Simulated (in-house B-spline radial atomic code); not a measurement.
## Ionising Pb IX (Pb8+) with different functionals

Computed with an all-electron radial atomic-structure program (B-spline basis): four-component Dirac-Coulomb Hamiltonian, Fermi nucleus of rms radius 5.5012 fm, spin-restricted, spherical fractional occupations for the functionals, and exact exchange of hybrids averaged over the configuration. The ionisation energy is the difference of two self-consistent energies, [Xe] 4f14 5d6 → [Xe] 4f14 5d5, without Breit or QED terms; ε is the level of the shell that loses the electron (mean over j). The electron is taken from both j subshells in proportion to 2j + 1, so the result is a j average, not the step between ground levels.

```tsv
method	rung	ΔSCF (eV)	-ε(5d) (eV)
B3LYP	global hybrid	?	?
CAM-B3LYP	range-separated hybrid	141.22	135.75
HSE06	range-separated hybrid	?	?
LC-wPBE	range-separated hybrid	141.19	136.99
```

What does B3LYP give?

ΔSCF 141.27 eV, and -ε(5d) = 133.80 eV.

What does HSE06 give?

ΔSCF 141.23 eV, and -ε(5d) = 133.87 eV.

Among the functionals, which spreads more, the ΔSCF values or the orbital energies?

The orbital energies: ΔSCF values span about 0.08 eV and the orbital energies 3.19 eV; here energy differences depend much less on the functional than eigenvalues do.

How do they compare with the NIST value?

NIST lists 138 eV ± 2.2 (tabulated theory, ground level to ground level). Errors run from +3.19 to +3.27 eV; all lie within about twice that uncertainty, so the table can't rank the methods.
